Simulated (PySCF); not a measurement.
CClF2, charge +1, multiplicity 1. Atoms are numbered in the order given.

```xyz
4

F      0.0000     1.0556    -1.0386
C      0.0000     0.0000    -0.3778
F      0.0000    -1.0556    -1.0386
Cl     0.0000     0.0000     1.2330
```
Charge +1, spin multiplicity 1.

Coordinates come from a PBE0-D3(BJ)/def2-TZVP optimisation. The spin state was assumed, not searched. The isomer is the one that the SMILES or the coordinates give; other isomers of the formula were not compared.

Vertical ionisation energy (IE) and electron affinity (EA) in eV. Rows of orbital energies are one-electron estimates. Where ΔSCF, EOM or ADC give a negative EA the extra electron is unbound and the value depends on the basis.

```csv
level,IE,EA
"−ε(HOMO), −ε(LUMO), PBE0/def2-TZVPD (PySCF)",?,?
ADC(2)/aug-cc-pVDZ (PySCF),20.35,7.76
```

Q: Complete the blanks. (The exact figures need the calculation; the answer reports its results.)

A: 
- −ε(HOMO), −ε(LUMO), PBE0/def2-TZVPD (PySCF), IE: 17.78
- −ε(HOMO), −ε(LUMO), PBE0/def2-TZVPD (PySCF), EA: 10.23

Q: Beyond the first one, list the lowest photoelectron lines from ADC(2)/aug-cc-pVDZ (PySCF) with their pole strengths (two spins summed). (The exact figures need the calculation; the answer reports its results.)

A: 20.99 eV (1.83), 23.17 eV (1.74), 23.24 eV (1.77), 23.73 eV (1.74), 26.88 eV (1.75).
